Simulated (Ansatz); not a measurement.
Born–Oppenheimer molecular dynamics of CH3AgS (6 atoms, charge 0, multiplicity 1). It starts from a relaxed structure.

Method: RKS LDA/def2-SVP (Ansatz).

- ensemble: NVT, Langevin thermostat
- time step: 0.5 fs
- steps asked: 150
- set temperature: 300 K
- friction: 0.005 /fs
- seed: 531314

First frame:

```xyz
6
Properties=species:S:1:pos:R:3
C -0.374 0.377 -0.286
S 0.029 -1.363 0.020
Ag 1.870 -1.287 1.349
H -1.279 0.363 -0.933
H 0.425 0.915 -0.835
H -0.629 0.931 0.639
```

Task: How far do the bonds stretch over the last three quarters of this one trajectory? (Pairs bonded in most of those frames.)

Result: 
```tsv
bond	mean (Å)	spread (Å)	shortest	longest
C1–S2	1.821	0.015	1.79	1.84
C1–H4	1.112	0.025	1.07	1.16
C1–H5	1.114	0.030	1.07	1.16
C1–H6	1.111	0.012	1.08	1.14
S2–Ag3	2.265	0.025	2.24	2.32
```

Mean temperature of the second half: 189 K. The mean temperature of the second half is 37 % below the set value. A run of 0.075 ps of so small a system gives no equilibrium averages.

Time of the run: 3.5 min on 1 thread of Arm Neoverse V1, on a shared host, peak memory 0.13 GiB.
